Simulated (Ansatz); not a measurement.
`[BH2][GeH]([CH3])[NH2]` + H₂O → `[CH3][GeH]([NH2])[OH]` + BH₃ at 500 K and 1 bar (formal hydrolysis of a Ge–B bond).

Gas-phase electronic energies from Ansatz, PBE0-D4/def2-TZVP geometries. CBS: MP2 limit from def2 TZ/QZ plus the TZ coupled-cluster correction, frozen cores. This one scheme is used for every species. For Ge outer-core shells are correlated without core-valence functions, which leaves a few kJ/mol of doubt a bond. Scalar relativity is left out up to krypton. One conformer a species, not always the lowest.

```csv
species,CCSD(T)/CBS energy (Eh),H − E (kJ/mol),S (J/(mol·K))
`[BH2][GeH]([CH3])[NH2]`,-2198.45910,289.0,432.3
H₂O,-76.37941,73.2,206.3
`[CH3][GeH]([NH2])[OH]`,-2248.30725,269.7,414.1
BH₃,-26.55200,86.8,208.8
```

H − E and S are ideal-gas, rigid-rotor, harmonic terms from PBE0-D4/def2-TZVP, for one conformer and one mirror image of each species. 1 Eh = 2625.50 kJ/mol, R = 8.31446 J/(mol·K).

Task: By hand: ΔE, ΔH, ΔS and ΔG.

Result: ΔE = (-2248.30725) + (-26.55200) − (-2198.45910) − (-76.37941) = -0.02074 Eh = -54.5 kJ/mol. Δ(H − E) = 269.7 + 86.8 − 289.0 − 73.2 = -5.7, so ΔH = -60.2 kJ/mol. ΔS = 414.1 + 208.8 − 432.3 − 206.3 = -15.7 J/(mol·K). ΔG = -60.2 − 500 × (-15.7)/1000 = -52.4 kJ/mol.

Task: By hand: the equilibrium constant, and the temperature at which ΔG would vanish if ΔH and ΔS stayed fixed.

Result: log₁₀ K = −ΔG/(RT ln 10) = 5.5. ΔG = 0 at ΔH/ΔS = 3834 K, far beyond where these terms or the molecules hold.

ΔH outweighs TΔS. A doubt of 5 kJ/mol in ΔE shifts log₁₀ K by 0.5 here. Other conformers and mirror images would add mixing entropy, several J/(mol·K) or more a flexible species. These are equilibria of isolated gas molecules and say nothing of rates. Largest T1 diagnostic: 0.011 (customary marks: 0.02 for closed shells, 0.045 for open ones).
